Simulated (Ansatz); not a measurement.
Cost and result up the ladder for Ta3Te6 (9 atoms). Total charge 0; doublet. Geometry: PBE-D4/def2-SVP.

| atom | x (Å) | y (Å) | z (Å) |
| --- | --- | --- | --- |
| Ta1 | -0.566 | -1.725 | 0.722 |
| Ta2 | 1.143 | 0.253 | 1.124 |
| Ta3 | -0.874 | 0.454 | -1.360 |
| Te4 | 1.245 | -1.309 | -1.331 |
| Te5 | -2.939 | -0.805 | -0.166 |
| Te6 | -0.166 | -0.889 | 3.241 |
| Te7 | 0.063 | 2.537 | 0.094 |
| Te8 | 3.735 | 0.097 | 1.276 |
| Te9 | -1.642 | 1.388 | -3.598 |

Ansatz on 4 threads of Arm Neoverse V1 on a shared host. Times are rough, and most runs start from the orbitals of an earlier one. No level here is sound enough to serve as a yardstick. Binding counts from free atoms at the same level (Ta quartet, Te triplet; other spins of the atoms weren't run), without zero-point energy or a counterpoise term.

In the def2 sets Ta, Te take a core potential; there is no spin–orbit coupling.

Run but left out: MP2/def2-SVP (⟨S²⟩ 2.58, where a pure state has 0.75).

```csv
level,functions,wall time,binding energy per atom (eV),remarks
LDA (SPW92)/def2-SVP,252,17 s,4.62,–
PBE-D4/def2-SVP,252,34 s,4.01,–
BLYP-D4/def2-SVP,252,39 s,3.70,–
r2SCAN-D4/def2-SVP,252,95 s,3.77,–
PBE0-D4/def2-SVP (with forces),252,2.6 min,3.72,spin-contaminated (⟨S²⟩ 0.83)
```
